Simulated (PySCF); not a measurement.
From computed data to an observable: entropy of an ideal gas

BClFI, SMILES IB(Cl)F.

Coordinates come from a PBE0-D3(BJ)/def2-SVP optimisation. The def2 effective core potentials stand for the cores of I; spin–orbit coupling is left out.

PBE0-D3(BJ)/def2-SVP run with PySCF gives the harmonic wavenumbers 193, 292, 467, 472, 932, 1349 cm⁻¹ and the rotational temperatures 0.3070, 0.0663, 0.0545 K. The molar mass is 192.16 g/mol, the symmetry number 1, the spin multiplicity 1.

Q: Work out the entropy at 298.15 K and 1 atm in the rigid-rotor, harmonic-oscillator model.

A: 
Translation (Sackur–Tetrode at 1 atm): S = R[1.5 ln M + 2.5 ln T − 1.16487] = 174.3 J/(mol K).
Rotation: q = (√π/σ) T^1.5/√(θA θB θC) = 274000, S = R[ln q + 3/2] = 116.6 J/(mol K).
Vibration: with u = 1.4388 ν/T, each mode gives R[u/(e^u − 1) − ln(1 − e^−u)]:
| ν (cm⁻¹) | modes | u | S (J/(mol K)) |
|---|---|---|---|
| 193 | 1 | 0.93 | 9.20 |
| 292 | 1 | 1.41 | 6.12 |
| 467 | 1 | 2.25 | 3.12 |
| 472 | 1 | 2.28 | 3.06 |
| 932 | 1 | 4.50 | 0.51 |
| 1349 | 1 | 6.51 | 0.09 |
These are all the modes. Sum 22.1 J/(mol K).
Spin: R ln 1 = 0.0 J/(mol K).
Total 313.0 J/(mol K); the program's own thermochemistry gives 313.0. Translation makes up 56 % and vibration 7 %. Anharmonicity, hindered rotation and orbital degeneracy are left out.
